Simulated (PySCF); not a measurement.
H3ClSi, charge -1, doublet, at the geometry of the source list (a state made from the parent by changing its charge; the spin is typed, not shown lowest) (in this run its highest filled SCF level lies above zero, so its values depend strongly on the basis, on diffuse functions most of all). Base run: PySCF with SVWN5/3-21G.

Here is a job for PySCF.
```python
from pyscf import gto, scf, dft

mol = gto.Mole()
mol.atom = '''
    Si   -0.12910000   -0.00570000   -0.00460000
    Cl    1.87810000    0.08360000    0.06760000
    H    -0.50430000   -0.99840000   -1.00530000
    H    -0.63000000    1.31380000   -0.37260000
    H    -0.61480000   -0.39330000    1.31500000
'''
mol.basis = '3-21g'
mol.charge = -1
mol.spin = 1
mol.verbose = 4
mol.build()

mf = dft.UKS(mol)
mf.xc = 'lda,vwn'
mf.kernel()
```

The base run was repeated with changes; each row names its change, and settings that it needs were set with it.

```json
[
 {"change": "base", "ΔE vs base (mEh)": "0.000", "SCF cycles": "8", "<S^2>": "0.751", "outcome": "converged"},
 {"change": "diis_space = 12", "ΔE vs base (mEh)": "0.000", "SCF cycles": "8", "<S^2>": "0.751", "outcome": "converged"},
 {"change": "solver = newton", "ΔE vs base (mEh)": "0.000", "SCF cycles": "-", "<S^2>": "0.751", "outcome": "converged"},
 {"change": "init_guess = vsap", "ΔE vs base (mEh)": "0.000", "SCF cycles": "9", "<S^2>": "0.751", "outcome": "converged"},
 {"change": "conv_tol = 1e-12", "ΔE vs base (mEh)": "0.000", "SCF cycles": "11", "<S^2>": "0.751", "outcome": "converged"},
 {"change": "diis = off; damp = 0.3 (with mf.diis_start_cycle = 200; with mf.max_cycle = 150)", "ΔE vs base (mEh)": "0.000", "SCF cycles": "26", "<S^2>": "0.751", "outcome": "converged"},
 {"change": "level_shift = 0.1 (with mf.max_cycle = 100)", "ΔE vs base (mEh)": "0.000", "SCF cycles": "9", "<S^2>": "0.751", "outcome": "converged"},
 {"change": "DIIS = ADIIS", "ΔE vs base (mEh)": "0.000", "SCF cycles": "14", "<S^2>": "0.751", "outcome": "converged"},
 {"change": "conv_tol = 1e-7", "ΔE vs base (mEh)": "0.000", "SCF cycles": "7", "<S^2>": "0.751", "outcome": "converged"},
 {"change": "DIIS = EDIIS", "ΔE vs base (mEh)": "-", "SCF cycles": "50", "<S^2>": "-", "outcome": "not converged"},
 {"change": "solver = newton; init_guess = 1e", "ΔE vs base (mEh)": "0.000", "SCF cycles": "-", "<S^2>": "0.751", "outcome": "converged"},
 {"change": "level_shift = 0.3 (with mf.max_cycle = 100)", "ΔE vs base (mEh)": "0.000", "SCF cycles": "21", "<S^2>": "0.751", "outcome": "converged"},
 {"change": "conv_tol_grad = 1e-3", "ΔE vs base (mEh)": "0.000", "SCF cycles": "8", "<S^2>": "0.751", "outcome": "converged"}
]
```

Open shells are given as the SCF converged; they aren't shown to be the lowest states, and a large step between rows can be another state.
